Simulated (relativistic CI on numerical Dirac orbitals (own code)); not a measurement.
## Ni⁴⁺ in a cubic cluster: L2,3 absorption with charge transfer

Computed with a charge-transfer multiplet model of a cubic metal-ligand cluster with up to 3 ligand holes, Slater and spin-orbit integrals from Dirac-Coulomb-Breit ions, Slater integrals scaled by 0.8. The ground state mixes d6 with configurations of k ligand holes L, whose averages lie at kΔ + k(k − 1)U_dd/2; a core hole lowers each added d electron by U_cd. 20 K, Lorentzian 0.4 eV and Gaussian 0.3 eV FWHM.

Atomic integrals in eV (Slater integrals scaled, ζ unscaled), ground: F2dd 11.354, F4dd 7.124, zeta_d 0.099; with the core hole: F2dd 11.936, F4dd 7.492, zeta_d 0.124, zeta_core 11.400, F2cd 7.214, G1cd 5.576, G3cd 3.173.

Cluster parameters (eV): Δ = -0.8, U_cd = 9.4, 10Dq = 1.45, 10Dq(ligand) = 0.2, V(eg) = 1.6, V(t2g) = -0.71, final-state hopping factor = 1.

| Case | n_d | d6 | d7L | d8L2 | d9L3 | S |
| --- | --- | --- | --- | --- | --- | --- |
| U_dd = 6.6 eV | 6.77 | 0.32 | 0.58 | 0.09 | 0.00 | 0.25 |
| U_dd = 7.3 eV | 6.75 | 0.33 | 0.58 | 0.08 | 0.00 | 0.28 |
| U_dd = 8 eV | 6.73 | 0.35 | 0.58 | 0.07 | 0.00 | 0.31 |
| U_dd = 9.4 eV | 6.69 | 0.36 | 0.58 | 0.05 | 0.00 | 0.38 |
| U_dd = 10.1 eV | 6.68 | 0.37 | 0.58 | 0.05 | 0.00 | 0.41 |

Weights, n_d and S are thermal averages at 20 K. Photon energies count from the first peak over 30 % of the highest in each spectrum, which can be another peak from case to case. The parameters are a model scan and need not match a compound or its usual spin state. Peaks in eV (height, largest 100):
- U_dd = 6.6 eV: -1.6 (7), 0.0 (100), 1.4 (37), 2.2 (31), 2.8 (33), 6.5 (14), 8.9 (5), 17.1 (29), 18.4 (18), 19.7 (10)
- U_dd = 7.3 eV: -1.6 (7), 0.0 (100), 1.4 (38), 2.7 (40), 6.6 (11), 17.1 (28), 18.4 (19), 19.6 (11)
- U_dd = 8 eV: -1.7 (8), 0.0 (100), 1.4 (37), 2.3 (41), 2.7 (43), 5.1 (5), 6.1 (7), 6.5 (7), 17.1 (28), 18.4 (21), 19.6 (11)
- U_dd = 9.4 eV: -1.8 (10), 0.0 (100), 1.7 (41), 2.3 (46), 5.4 (6), 17.1 (28), 18.4 (25), 19.5 (9)
- U_dd = 10.1 eV: -1.9 (12), 0.0 (100), 1.6 (44), 2.2 (50), 3.6 (21), 5.4 (7), 17.0 (27), 18.3 (26), 19.2 (9), 19.9 (8), 20.8 (5)

Curve for U_dd = 6.6 eV (points under 2 left out, the grid thinned):

| E (eV) | Intensity |
| --- | --- |
| -2.2 | 2.2 |
| -1.7 | 6.2 |
| -1.3 | 6.2 |
| -0.8 | 13.0 |
| -0.3 | 66.1 |
| 0.1 | 87.3 |
| 0.6 | 29.4 |
| 1.1 | 30.5 |
| 1.5 | 36.7 |
| 2.0 | 29.8 |
| 2.5 | 29.4 |
| 2.9 | 30.4 |
| 3.4 | 14.8 |
| 3.9 | 9.9 |
| 4.3 | 5.6 |
| 4.8 | 4.7 |
| 5.3 | 5.4 |
| 5.7 | 6.8 |
| 6.2 | 12.3 |
| 6.7 | 13.2 |
| 7.1 | 7.0 |
| 7.6 | 3.9 |
| 8.0 | 3.5 |
| 8.5 | 4.2 |
| 9.0 | 5.3 |
| 9.4 | 2.9 |
| 10.3 | 2.1 |
| 16.5 | 5.2 |
| 16.9 | 22.4 |
| 17.4 | 16.1 |
| 17.9 | 9.2 |
| 18.3 | 16.0 |
| 18.8 | 9.2 |
| 19.3 | 7.7 |
| 19.7 | 9.8 |
| 20.2 | 5.6 |
| 20.7 | 3.8 |
| 21.1 | 3.4 |
| 21.9 | 2.0 |
| 22.9 | 2.4 |
| 23.3 | 3.7 |
| 23.8 | 3.9 |
| 24.3 | 2.3 |
| 24.7 | 2.8 |
| 25.2 | 2.2 |

For the case U_dd = 8 eV, Δ = -0.8 eV is smaller than U_dd = 8 eV, the charge-transfer side of the Zaanen-Sawatzky-Allen scheme (negative Δ: between configuration averages a ligand hole costs less than the nominal valence; multiplet and field energies can change this for the lowest states). With the core hole the configuration with one ligand hole lies at Δ + U_dd − U_cd = -3.6, -2.9, -2.2, -0.8, -0.1 eV from the one without, in the order of the table; where this is negative the screened configuration lies lower, though the effective hopping of about 2.8 eV (from the holes of the mixed ground state) mixes the two strongly wherever it is as large as the gap.
